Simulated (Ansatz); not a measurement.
Consider the ligand exchange at a Ga–N bond: `[NH2][GaH][NH2]` + `O[SiH2]O` → `[NH2][GaH][O][SiH2]O` + NH₃.

Isolated molecules relaxed with PBE0-D4/def2-TZVP in Ansatz; ΔE leaves out vibrations. CCSD(T)/CBS adds triple-zeta CCSD(T) − MP2 to the extrapolated MP2 energy (def2 sets, frozen cores). This one scheme is used for every species. DFT in def2-TZVPP. For Ga outer-core shells are correlated without core-valence functions, which leaves a few kJ/mol of doubt a bond. Scalar relativity is left out up to krypton. One conformer a species, not always the lowest.

```tsv
level	ΔE (kJ/mol)
r2SCAN-D4	-48.8
HF/def2-QZVPP	-48.0
```

What does CCSD(T)/CBS give? (Estimate.)

Computed: -44.8 kJ/mol. The listed levels differ from it by -4.0, -3.2 kJ/mol.

Largest T1 diagnostic among the species: 0.014.

The D4 term adds −8.2 kJ/mol with B3LYP and −4.7 kJ/mol with PBE0; it sums over pairs of atoms, weighted by their polarisabilities, and B3LYP, whose exchange is more repulsive, gets the larger term.

B3LYP here is the variant with VWN-RPA as its local correlation; programs differ in this.
